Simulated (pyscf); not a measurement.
# Group migration: H₂C=CH–CH₂–OH → H₂C=CH–CH₂–OH

Gas phase, singlet surface, charge 0. Bonds broken: C1–O4. Bonds formed: C3–O4. PySCF, gas phase, ωB97X-D3(BJ)/def2-SVP geometries. Correlated levels are frozen-core, on RHF or UHF. ΔMP2 is the change of the MP2 total energy from the triple- to the quadruple-zeta basis.

Transition state (Å):

```xyz
10

C      0.2658    -0.0528     0.3941
C     -0.1735     0.8276    -0.5972
C     -1.3251     0.2820    -1.1690
O     -1.6967    -0.3060     0.7103
H      0.3591    -1.1249     0.2000
H      0.8182     0.3128     1.2679
H     -0.1042     1.9066    -0.4367
H     -1.3592    -0.7634    -1.4884
H     -2.1002     0.9268    -1.5997
H     -2.2489    -1.0043     1.1227
```

One imaginary mode, 783i cm⁻¹; descent along it reached the two sides named, in the forms told below.

```json
[
 {"bond": "C1–O4", "change": "breaks", "reactant side (Å)": "1.413", "saddle": "2.004", "product side": "3.5"},
 {"bond": "C3–O4", "change": "forms", "reactant side (Å)": "3.5", "saddle": "2.004", "product side": "1.413"}
]
```

Electronic energies relative to the reactant's lowest minimum found (kcal/mol):

```
level                             barrier  reaction energy  reverse barrier
--------------------------------  -------  ---------------  ---------------
ωB97X-D3(BJ)/def2-TZVP               76.0              0.0             76.0
PBE/def2-TZVP                        64.5              0.0             64.5
r²SCAN/def2-TZVP                     68.7              0.0             68.7
B3LYP-D3(BJ)/def2-TZVP               69.4              0.0             69.4
PBE0-D3(BJ)/def2-TZVP                73.9              0.0             73.9
M06-2X/def2-TZVP                     78.6              0.0             78.6
ωB97M-D3(BJ)/def2-TZVP               73.8              0.0             73.8
HF/def2-TZVP                         91.2              0.0             91.2
MP2/def2-QZVPP                       72.5              0.0             72.5
CCSD/def2-TZVPP                      79.2              0.0             79.2
CCSD(T)/def2-TZVPP                   73.4              0.0             73.4
CCSD(T)/def2-TZVPP + ΔMP2(QZVPP)     72.5              0.0             72.5
```

With CCSD(T)/def2-TZVPP + ΔMP2(QZVPP) energies and thermal terms (ideal gas, 1 atm, RRHO with modes under 100 cm⁻¹ raised to 100, one conformer, R ln 2 for chiral ones without a mode under 150 cm⁻¹), in kcal/mol:

| T (K) | ΔH‡ | ΔG‡ | ΔH | ΔG |
|---|---|---|---|---|
| 298 | 69.7 | 70.4 | 0.0 | 0.0 |
| 600 | 69.7 | 71.1 | 0.0 | 0.0 |
| 900 | 69.6 | 71.8 | 0.0 | 0.0 |
| 1200 | 69.2 | 72.5 | 0.0 | 0.0 |

On the reactant side the descent ends in a point that may be a rotor saddle (no frequency run), 1.5 kcal/mol over the lowest minimum found and 74.6 kcal/mol under the saddle at ωB97X-D3(BJ)/def2-TZVP. On the product side the descent ends in a point that may be a rotor saddle (no frequency run), 1.5 kcal/mol over the lowest minimum found and 74.6 kcal/mol under the saddle at ωB97X-D3(BJ)/def2-TZVP. H₂C=CH–CH₂–OH lies 10.6 kcal/mol over its isomer H₂C=C(CH₃)–OH (electronic energy, ωB97M-D3(BJ)/def2-TZVP). One saddle was located; it need not be the lowest between these sides. The CCSD(T) − MP2 part came from Ansatz, without density fitting, on the same reference.
